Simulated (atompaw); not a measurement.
Scattering properties, PAW (atompaw) potential for ruthenium (Ru)

```
Element                 : Ru (Z = 44)
Generator               : atompaw 4.2.0.5
Type                    : PAW
Functional              : PBE
Relativity              : scalar-relativistic
Frozen core             : [Ar] 3d10
Valence charge          : 16
Reference configuration : 4s2 4p6 4d6 5s2 5p0
Partial waves           : 4s (bound): rc 1.35 bohr; 5s (bound): rc 1.45 bohr; 4p (bound): rc 2.00 bohr; 5p (bound, empty): rc 1.95 bohr; 4d (bound): rc 2.00 bohr; 4d channel at 4 Ry: rc 2.00 bohr
Local potential         : troulliermartins scheme with l = 3 at 0.5 Ry, radius 1.90 bohr
Core correction         : smooth core density matched at 1.65 bohr
Augmentation charge     : besselshape compensation charge, radius 1.85 bohr; PAW radius 2.00 bohr; waves and projectors: custom rrkj vanderbiltortho
```

The phase is arctan(r·u′/u) with u = r·R(r), unwrapped; energies in Ry, scanned from -8 to 5 Ry. A pole is an energy at which the radial function vanishes at the test radius. The pseudo phase is shifted by a multiple of π to meet the all-electron one at the reference energy, and phase errors are pseudo minus all-electron; the curves can meet again beyond the range given. Levels narrower than the energy grid can be missing from the lists of poles.

Question: For each channel, where are the poles, and over which energies does the pseudopotential scatter like the atom?

Answer:

| channel | radius (bohr) | reference energy (Ry) | poles, all-electron | poles, pseudo | unbroken range about the reference energy with phases within 0.05 rad | phase error 1 Ry above the reference energy (rad) |
| --- | --- | --- | --- | --- | --- | --- |
| s | 2.02 | -0.38 | -5.66 | -5.66 | the whole range | +0.002 |
| p | 2.02 | -0.10 | -3.26 | -3.26 | below 2.5 | +0.001 |
| d | 2.02 | -0.56 | 0.53 | 0.53 | the whole range | -0.001 |

Phases in the d channel:

```
E (Ry)  all-electron  pseudo
 -8.00         1.390   1.389
 -7.52         1.384   1.383
 -7.04         1.377   1.376
 -6.56         1.369   1.368
 -6.08         1.360   1.359
 -5.60         1.350   1.349
 -5.12         1.338   1.336
 -4.64         1.323   1.322
 -4.16         1.305   1.304
 -3.68         1.282   1.281
 -3.20         1.252   1.250
 -2.72         1.208   1.206
 -2.24         1.138   1.136
 -1.76         1.006   1.004
 -1.28         0.669   0.666
 -0.80        -0.395  -0.395
 -0.32        -1.220  -1.220
  0.16        -1.475  -1.476
  0.64        -1.592  -1.593
  1.12        -1.665  -1.666
  1.60        -1.723  -1.724
  2.08        -1.777  -1.778
  2.56        -1.835  -1.835
  3.04        -1.905  -1.906
  3.52        -2.001  -2.002
  4.00        -2.150  -2.150
  4.48        -2.411  -2.412
  4.96        -2.895  -2.901
```
